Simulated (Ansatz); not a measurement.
Geometry optimisation, RKS PBE-D4/def2-SVP in Ansatz.

The input (input.yaml):

```yaml
crystal:
  periodic: [false, false, false]
  atoms:
    - { symbol: Sn, position_ang: [0.0, 0.0, 0.0] }
    - { symbol: Cl, position_ang: [0.0, 0.0, 2.41] }
    - { symbol: Cl, position_ang: [2.2726, 0.0, -0.8025] }
    - { symbol: H, position_ang: [-0.8195, 1.4198, -0.5794] }
    - { symbol: H, position_ang: [-0.8195, -1.4198, -0.5794] }
basis:
  gaussian: { orbitals: def2-SVP }
hamiltonian:
  xc: pbe
  dispersion: d4
relax:
  f_tol: 0.02
  max_steps: 40
```

Command:

```bash
$ ansatz run input.yaml --threads 2 --pin off --max-ram 3072MiB --backend cpu --events-out ev --progress --plain --runs-dir out
```

Problem. Where does it end, and by what steps?

Solution. The forces met the threshold. After 3 steps the energy has fallen by 0.068 eV; H4 moved furthest, 0.09 Å.

```csv
step,energy less start (eV),largest force component (eV/Å),accepted
0,0.0000,0.639,yes
1,-0.0225,0.419,yes
2,-0.0677,0.036,yes
3,-0.0678,0.008,yes
```

```xyz
5
Properties=species:S:1:pos:R:3
Sn -0.045 0.000 -0.032
Cl 0.001 0.000 2.332
Cl 2.199 0.000 -0.776
H -0.761 1.480 -0.538
H -0.761 -1.480 -0.538
```

Whether the end is a true minimum wasn't checked by a vibrational analysis.

Run time: 4.9 s on 2 threads of Arm Neoverse V1, on a shared host, peak memory 0.13 GiB.
